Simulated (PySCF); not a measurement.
Stationary points of TcNCl₄

These are results of PySCF, B3LYP, basis Tc def2-SVP with ECP28, N def2-SVP, Cl def2-SVP (scalar-relativistic core potentials, no spin–orbit coupling, density fitting), not measurements.

Relaxations began from a few typed shapes. The search is not exhaustive: other isomers or separated fragments can lie lower, and high-lying points may rest on an excited occupation.

**Question.** Order these stationary points by electronic energy, lowest first, in kJ/mol from the lowest minimum.
A. singlet C3v: Tc–Cl 2.265 Å (×3), Tc–Cl 2.440 Å, Tc–N 1.632 Å; Cl–Tc–Cl 86.8° (×3), Cl–Tc–Cl 119.7° (×3), Cl–Tc–N 93.2° (×3), Cl–Tc–N 180.0°
B. singlet C4v: Tc–Cl 2.316 Å (×4), Tc–N 1.599 Å; Cl–Tc–Cl 87.5° (×4), Cl–Tc–Cl 156.0° (×2), Cl–Tc–N 102.0° (×4)

**Answer.** B (0.0), A (81.6).

**Question.** Which of them are minima?

**Answer.** By energy in kJ/mol, 0.0: minimum; 81.6: not settled, its softest mode being under 30 cm⁻¹.

Formally Tc is in oxidation state +7, d0. The polar-tensor charge on Tc, 2.00, is far below the formal one.
